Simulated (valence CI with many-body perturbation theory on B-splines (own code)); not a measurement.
**Nd XLVII: electric-dipole lines**

Computed by configuration interaction combined with many-body perturbation theory (CI+MBPT): four valence electrons over a frozen Dirac-Fock core [Ne], radial functions for each j: 11 s, 11 p, 9 d, 7 f, 5 g, 2 h, 1 i, with the one-electron correlation potential Σ1 (screened to all orders), the two-electron term Σ2, the three-electron term Σ3, Breit, model QED; selected single and double excitations, second order for the rest (own B-spline code, finite nucleus).

No measured spectrum was set against this ion. As an estimate, large intervals hold to a few tenths of a per cent, small ones and those within an open d or f shell to about a per cent.

Lines 101 to 150 of 238 in falling wavelength, among levels below 640.34 eV, chosen from the strongest by gf and those to the six lowest levels. Wavelengths and rates use the calculated energies. Electric multipoles are in the length gauge, E1 and E2 with the static RPA response of the core. Weak lines are less certain than strong ones. Lines between different terms over intervals too small for the method are left out, as are lines whose strength nearly cancels. The highest levels of a list are the least certain.

Levels are named by their leading jj configuration (3d3/2^4 stands for four electrons in 3d with j = 3/2), which in mixed levels can hold well under half, so a name can repeat and another be missing. Letters in brackets count levels of one name in rising energy.

| λ vac (Å) | Upper | Lower | A (s⁻¹) | S (a.u.) |
| --- | --- | --- | --- | --- |
| 58.02 | (3s^2 3p3/2 3d5/2) J=1 | (3s^2 3p3/2^2) J=0 | 1.35e+11 | 3.91e-02 |
| 57.81 | (3s 3p1/2 3p3/2 3d5/2) J=2 [c] | (3s 3p1/2 3p3/2^2) J=2 [b] | 5.45e+10 | 2.60e-02 |
| 57.78 | (3s 3p1/2 3p3/2 3d5/2) J=1 [c] | (3s 3p1/2 3p3/2^2) J=1 [a] | 1.43e+11 | 4.09e-02 |
| 57.65 | (3s 3p1/2 3p3/2 3d5/2) J=1 [b] | (3s 3p1/2 3p3/2^2) J=0 | 9.46e+10 | 2.68e-02 |
| 57.20 | (3s 3p1/2 3p3/2 3d5/2) J=2 [c] | (3s 3p1/2 3p3/2^2) J=1 [a] | 1.36e+11 | 6.30e-02 |
| 56.62 | (3s 3p1/2 3p3/2 3d5/2) J=0 | (3s 3p1/2 3p3/2^2) J=1 [a] | 1.01e+11 | 9.04e-03 |
| 56.26 | (3s 3p1/2 3p3/2 3d5/2) J=3 [b] | (3s 3p1/2 3p3/2^2) J=2 [a] | 1.02e+11 | 6.30e-02 |
| 56.19 | (3s 3p1/2 3p3/2 3d5/2) J=2 [d] | (3s 3p1/2 3p3/2^2) J=2 [b] | 1.64e+10 | 7.17e-03 |
| 55.99 | (3s 3p1/2^2 3d5/2) J=2 | (3s 3p1/2^2 3p3/2) J=2 | 2.71e+10 | 1.17e-02 |
| 55.99 | (3s 3p1/2 3p3/2 3d5/2) J=4 [c] | (3s 3p1/2 3p3/2^2) J=3 | 1.22e+11 | 9.52e-02 |
| 55.62 | (3s 3p1/2 3p3/2 3d5/2) J=2 [d] | (3s 3p1/2 3p3/2^2) J=1 [a] | 2.88e+10 | 1.22e-02 |
| 55.47 | (3s^2 3p3/2 3d5/2) J=3 | (3s^2 3p3/2^2) J=2 | 3.20e+11 | 1.89e-01 |
| 55.32 | (3s 3p1/2 3p3/2 3d3/2) J=3 [b] | (3s^2 3p1/2 3d5/2) J=2 | 1.61e+10 | 9.43e-03 |
| 55.25 | (3s 3p1/2 3p3/2 3d5/2) J=1 [c] | (3s 3p1/2 3p3/2^2) J=0 | 2.19e+10 | 5.47e-03 |
| 54.02 | (3s^2 3p3/2 3d5/2) J=1 | (3s^2 3p3/2^2) J=2 | 6.73e+10 | 1.57e-02 |
| 53.73 | (3s 3p1/2 3p3/2 3d5/2) J=3 [c] | (3s 3p1/2 3p3/2^2) J=2 [a] | 1.76e+11 | 9.45e-02 |
| 52.89 | (3s 3p1/2 3p3/2 3d5/2) J=3 [d] | (3s 3p1/2 3p3/2^2) J=3 | 6.32e+10 | 3.23e-02 |
| 52.09 | (3s 3p1/2 3p3/2^2) J=2 [a] | (3s^2 3p1/2 3p3/2) J=2 | 8.71e+09 | 3.04e-03 |
| 51.94 | (3s 3p1/2 3p3/2 3d5/2) J=2 [a] | (3s^2 3p1/2 3d5/2) J=2 | 9.31e+10 | 3.22e-02 |
| 51.34 | (3s 3p1/2 3p3/2 3d5/2) J=2 [d] | (3s 3p1/2 3p3/2^2) J=3 | 5.74e+10 | 1.92e-02 |
| 50.88 | (3s 3p1/2 3p3/2 3d5/2) J=1 [c] | (3s 3p1/2 3p3/2^2) J=2 [a] | 4.58e+10 | 8.93e-03 |
| 50.62 | (3s 3p1/2 3p3/2 3d5/2) J=3 [d] | (3s 3p1/2 3p3/2^2) J=2 [a] | 1.76e+10 | 7.90e-03 |
| 50.58 | (3s 3p1/2 3p3/2 3d5/2) J=3 [a] | (3s^2 3p1/2 3d5/2) J=3 | 3.10e+10 | 1.39e-02 |
| 50.54 | (3s 3p1/2 3p3/2^2) J=2 [a] | (3s^2 3p1/2 3p3/2) J=1 | 2.04e+11 | 6.50e-02 |
| 50.43 | (3s 3p1/2 3p3/2 3d5/2) J=2 [c] | (3s 3p1/2 3p3/2^2) J=2 [a] | 1.65e+10 | 5.23e-03 |
| 50.40 | (3s 3p1/2 3p3/2 3d5/2) J=1 [a] | (3s^2 3p1/2 3d5/2) J=2 | 2.46e+10 | 4.67e-03 |
| 50.14 | (3s 3p1/2 3p3/2 3d5/2) J=3 [a] | (3s^2 3p1/2 3d5/2) J=2 | 9.26e+09 | 4.03e-03 |
| 49.89 | (3s 3p1/2 3p3/2^2) J=3 | (3s^2 3p1/2 3p3/2) J=2 | 9.83e+10 | 4.22e-02 |
| 49.25 | (3s 3p1/2 3p3/2 3d3/2) J=2 [a] | (3s 3p1/2^2 3p3/2) J=1 | 1.08e+11 | 3.17e-02 |
| 49.20 | (3s 3p1/2 3p3/2 3d5/2) J=2 [d] | (3s 3p1/2 3p3/2^2) J=2 [a] | 3.53e+10 | 1.04e-02 |
| 48.92 | (3s 3p1/2 3p3/2 3d3/2) J=2 [e] | (3s^2 3p1/2 3d5/2) J=3 | 3.62e+10 | 1.05e-02 |
| 48.78 | (3s 3p1/2 3p3/2 3d5/2) J=3 [b] | (3s^2 3p1/2 3d5/2) J=3 | 6.61e+10 | 2.65e-02 |
| 48.62 | (3s 3p1/2 3p3/2 3d5/2) J=4 [b] | (3s^2 3p1/2 3d5/2) J=3 | 3.11e+10 | 1.59e-02 |
| 48.55 | (3s 3p1/2 3p3/2 3d5/2) J=1 [a] | (3s^2 3p1/2 3d3/2) J=1 | 3.44e+10 | 5.83e-03 |
| 48.51 | (3s 3p1/2 3p3/2 3d3/2) J=2 [e] | (3s^2 3p1/2 3d5/2) J=2 | 2.42e+10 | 6.83e-03 |
| 48.37 | (3s 3p1/2 3p3/2 3d5/2) J=3 [b] | (3s^2 3p1/2 3d5/2) J=2 | 3.34e+10 | 1.31e-02 |
| 48.12 | (3s 3p1/2 3p3/2 3d5/2) J=2 [b] | (3s^2 3p1/2 3d5/2) J=3 | 5.65e+10 | 1.55e-02 |
| 47.96 | (3s 3p1/2 3p3/2 3d3/2) J=0 [a] | (3s 3p1/2^2 3p3/2) J=1 | 3.49e+10 | 1.90e-03 |
| 47.72 | (3s 3p1/2 3p3/2 3d5/2) J=2 [b] | (3s^2 3p1/2 3d5/2) J=2 | 1.09e+10 | 2.91e-03 |
| 47.50 | (3s 3p1/2 3p3/2 3d3/2) J=1 [a] | (3s 3p1/2^2 3p3/2) J=1 | 4.32e+06 | 6.85e-07 |
| 47.37 | (3s 3p1/2 3p3/2 3d3/2) J=2 [c] | (3s^2 3p1/2 3d3/2) J=2 | 1.82e+11 | 4.76e-02 |
| 46.86 | (3s 3p1/2 3p3/2^2) J=0 | (3s^2 3p1/2 3p3/2) J=1 | 1.51e+11 | 7.69e-03 |
| 46.82 | (3s 3p1/2 3p3/2 3d3/2) J=0 [b] | (3s^2 3p1/2 3d3/2) J=1 | 2.33e+11 | 1.18e-02 |
| 46.79 | (3s 3p1/2 3p3/2 3d3/2) J=2 [e] | (3s^2 3p1/2 3d3/2) J=1 | 2.36e+11 | 5.96e-02 |
| 46.73 | (3s 3p1/2 3p3/2 3d3/2) J=2 [b] | (3s 3p1/2^2 3p3/2) J=1 | 9.56e+10 | 2.41e-02 |
| 46.66 | (3s 3p1/2 3p3/2 3d5/2) J=4 [c] | (3s^2 3p1/2 3d5/2) J=3 | 1.78e+11 | 8.02e-02 |
| 46.49 | (3s 3p1/2 3p3/2 3d5/2) J=3 [c] | (3s^2 3p1/2 3d5/2) J=2 | 1.99e+11 | 6.90e-02 |
| 46.42 | (3s 3p3/2^3) J=2 | (3s^2 3p3/2^2) J=2 | 5.68e+11 | 1.40e-01 |
| 46.42 | (3s 3p1/2 3p3/2^2) J=1 [a] | (3s^2 3p1/2 3p3/2) J=2 | 8.79e+09 | 1.30e-03 |
| 46.38 | (3s 3p1/2 3p3/2 3d3/2) J=1 [d] | (3s^2 3p1/2 3d3/2) J=1 | 1.10e+11 | 1.63e-02 |
